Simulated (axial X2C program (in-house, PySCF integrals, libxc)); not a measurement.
# Potential curves of NaOs, without spin–orbit coupling

Calculated with an in-house relativistic program for diatomic molecules. Spin-free means the one-electron spin-free X2C Hamiltonian. Basis: Os dyall-cv3z [13s14p9d6f4g], Na dyall-cv3z [9s8p5d2f] (cores contracted in-house); Gaussian nuclei, density fitting, unrestricted open shells. Masses: Os 191.961 u, Na 22.990 u.

State: M_S = 3/2, Λ = 0 (beyond evenly filled blocks: σα, δ+α, δ-α). Energies in kJ/mol from the fragments at the same level (Os + Na). Fits are polynomials in 1 − R0/R over 0.85 to 1.23 times the lowest point R0.

| R (Å) | HF | B97-3 | PBE0 | CCSD |
| --- | --- | --- | --- | --- |
| 2.4412 | 59.46 | -98.88 | -103.88 | -70.76 |
| 2.5535 | 44.87 | -109.67 | -114.25 | -82.92 |
| 2.6376 | 38.45 | -113.15 | -117.45 | -87.09 |
| 2.7218 | 34.98 | -113.59 | -117.62 | -88.01 |
| 2.8060 | 33.81 | -111.50 | -115.31 | -86.36 |
| 2.9042 | 34.62 | -106.99 | -110.57 | -81.91 |
| 3.0024 | 37.12 | -100.54 | -103.92 | -75.38 |
| 3.1287 | 41.92 | -90.51 | -93.71 |  |
| 3.2830 | 48.97 | -76.59 | -79.66 |  |
| 3.5075 | 59.34 | -55.25 | -58.36 |  |

Correlated methods: 9 electrons correlated (number of frozen shells: Os 5 s, 4 p, 2 d, 1 f; Na 2 s, 1 p), 319 virtual spin orbitals or spinors in MP2, 89 natural virtuals in coupled cluster.

One determinant describes the state; a PBE0 search over occupations chose it and may have missed a lower one. Dissociation energies refer to the lowest single-determinant-based atoms at the same level and basis. CCSD ran in a truncated set of natural virtual spinors with an MP2 remainder; without triples it tends to underbind. PBE0 can misorder states that lie within some tenths of an eV, so this need not be the ground state of the molecule. The nearest other spin-free determinant of the search, M_S = 3/2, Λ = 2, lies 0.23 eV up at the distance of the search. The determinant is spin-polarised beyond a pure state at some levels (its spin-free form has ⟨S²⟩ too high), which makes Re and μ there less reliable. The T1 diagnostic is large, a sign of multireference character. With the outer-core shells frozen, correlated bond lengths of heavy atoms tend to come out a few hundredths of an ångström too long. With spin–orbit coupling the lowest determinant has another configuration, so this spin-free state is a model. Coupled cluster ran on the points near the minimum only. MP2 and coupled cluster on one determinant become unreliable at the stretched end.

Fit the HF curve near its minimum: give the equilibrium distance, the harmonic wavenumber and the well depth.

At HF, spin-free: Re = 2.817 Å, ωe ≈ 181 cm⁻¹, De = -0.35 eV to Os + Na; Be follows as 0.104 cm⁻¹.

What are Re, ωe and De at the B97-3 level?

At B97-3, spin-free: Re = 2.691 Å, ωe ≈ 226 cm⁻¹, De = 1.18 eV to Os + Na; Be follows as 0.113 cm⁻¹.

Fit the PBE0 curve near its minimum: give the equilibrium distance, the harmonic wavenumber and the well depth.

At PBE0, spin-free: Re = 2.683 Å, ωe ≈ 227 cm⁻¹, De = 1.22 eV to Os + Na; Be follows as 0.114 cm⁻¹.

What are Re, ωe and De at the CCSD level?

At CCSD, spin-free: Re = 2.707 Å, ωe ≈ 227 cm⁻¹, De = 0.91 eV to Os + Na; Be follows as 0.112 cm⁻¹.
